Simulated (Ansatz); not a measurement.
Two isomers of C2H10BNSi: A = `BN([SiH3])CC`, B = `CBN[SiH2]C`.

Calculated with Ansatz (gas phase, PBE0-D4/def2-TZVP geometries, no zero-point term in ΔE). CCSD(T)/CBS is the MP2 limit (def2-TZVPP, def2-QZVPP) plus CCSD(T) − MP2 in def2-TZVPP, frozen cores. Functionals use def2-TZVPP. B3LYP here is the variant with VWN-RPA as its local correlation; programs differ in this. One conformer a species, not always the lowest.

(1) Which is lower in electronic energy at CCSD(T)/CBS, and by how much? (An estimate is asked.)

(2) Give E(B) − E(A) in kJ/mol with B2PLYP, r2SCAN-D4, ωB97M-V, CCSD(T)/def2-TZVPP, BLYP-D4, MP2/def2-TZVPP, B3LYP-D4. (Estimate.)

(3) Does the order hold for the free energy at 298.15 K (harmonic terms from PBE0-D4)? (An estimate is asked.)

Largest T1 diagnostic: 0.012.

## Answers

(1) Computed: B, by 117.4 kJ/mol.

(2) Computed: B2PLYP -118.1, r2SCAN-D4 -126.3, ωB97M-V -121.4, CCSD(T)/def2-TZVPP -113.5, BLYP-D4 -114.1, MP2/def2-TZVPP -116.8, B3LYP-D4 -117.0. None reverses the order clearly.

(3) Computed: Yes: G(B) − G(A) = -116.7 kJ/mol, for one conformer each. Modes under 60 cm⁻¹, often nearly free rotors, make the harmonic entropy too high.

Leaving LDA and LC-ωPBE aside and taking each functional with its dispersion term where it has one, the values, not all of them listed here, spread over 15.8 kJ/mol, from B97M-V to BLYP-D4. LDA lies +4.6 kJ/mol from PBE without D4. At CCSD(T), def2-SVP lies +23.9 kJ/mol from the extrapolated value and def2-TZVPP +4.0 kJ/mol.
